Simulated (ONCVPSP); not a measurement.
lithium (Li), ONCV: configuration errors across variants

ONCVPSP 4.0.1 input, shortened (lines: element, Z, core and valence counts, functional; n l f; lmax; l rc ep ncon nbas qcut; lloc lpopt rc5 dvloc0; l nproj debl; icmod fcfact rcfact), LDA (Perdew-Zunger), non-relativistic:

```
  Li 3.00    0    2        3      upf
    1    0    2.00
    2    0    1.00
    2
    0    1.35    0.00    4    9   10.40
    1    1.05    0.34    4    8    8.90
    2    1.05    0.19    5    8   10.10
    1    5    1.05    0.00
    0    3    2.30
    1    0    2.60
    2    3    3.70
    0    0.00    0.00
```

All-electron excitation energies from the reference (eV): (1) 1s2 2s0 5.239; (2) 1s2 2s0.5 2.044; (3) 1s2 2s0 2p1 1.753; (4) 1s1 2s1 67.372.

5 further variants failed, have other tests or too few solved ones, and are left out.

Errors AE − PS in meV (a dash: test not solved or not reliable):

| change | (1) | (2) | (3) | (4) | bound ghosts | GHOST(+) flags above zero |
| --- | --- | --- | --- | --- | --- | --- |
| base | +0.3 | 0.0 | +0.5 | +1156 | none | none |
| p: rc 0.74 | +0.3 | 0.0 | +0.5 | +1156 | none | none |
| p: rc 0.8 | +0.3 | 0.0 | +0.5 | +1156 | none | none |
| p: rc 0.92 | +0.3 | 0.0 | +0.5 | +1156 | none | none |

Problem. Give the same row for: p: rc 1.04.

Solution. +0.3, 0.0, +0.5, +1156; bound ghosts: none; GHOST(+) flags above zero: none.
